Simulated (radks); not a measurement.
Species: Nd II. Configuration: [Xe] 4f4 6s1. Calculated with a radial shooting solver on a logarithmic mesh with Libxc functionals: Dirac Kohn-Sham, PBE, spin-unpolarised, spherical densities, point nucleus; open shells fill j = l - 1/2 first. Some entries of the table are withheld. Estimate them.

| orbital | occ. | eigenvalue (hartree) | <r^2> (bohr^2) |
|---|---|---|---|
| 1s1/2 | 2 | -1593.780 | (1) |
| 2s1/2 | 2 | -257.8375 | 0.01197 |
| 2p1/2 | 2 | -243.9252 | 0.008750 |
| 2p3/2 | 4 | -224.8124 | 0.01000 |
| 3s1/2 | 2 | -56.09753 | 0.08094 |
| 3p1/2 | 2 | -50.16015 | 0.07597 |
| 3p3/2 | 4 | -46.34466 | 0.08332 |
| 3d3/2 | 4 | (2) | (3) |
| 3d5/2 | 6 | (4) | (5) |
| 4s1/2 | 2 | -11.32322 | 0.4165 |
| 4p1/2 | 2 | -9.08325 | 0.4429 |
| 4p3/2 | 4 | -8.25652 | 0.4837 |
| 4d3/2 | 4 | -4.57768 | (6) |
| 4d5/2 | 6 | -4.43169 | (7) |
| 5s1/2 | 2 | -1.70179 | 2.444 |
| 5p1/2 | 2 | -1.10618 | 3.144 |
| 5p3/2 | 4 | -0.99510 | 3.496 |
| 6s1/2 | 1 | (8) | 18.18 |
| 4f5/2 | 4 | -0.28435 | 1.688 |
| 4f7/2 | 0 | -0.26954 | 1.762 |

Answer. 
(1) 1s1/2 <r^2> (bohr^2): 0.0007598
(2) 3d3/2 eigenvalue (hartree): -36.01277
(3) 3d3/2 <r^2> (bohr^2): 0.06759
(4) 3d5/2 eigenvalue (hartree): -35.18806
(5) 3d5/2 <r^2> (bohr^2): 0.06967
(6) 4d3/2 <r^2> (bohr^2): 0.5716
(7) 4d5/2 <r^2> (bohr^2): 0.5881
(8) 6s1/2 eigenvalue (hartree): -0.30093
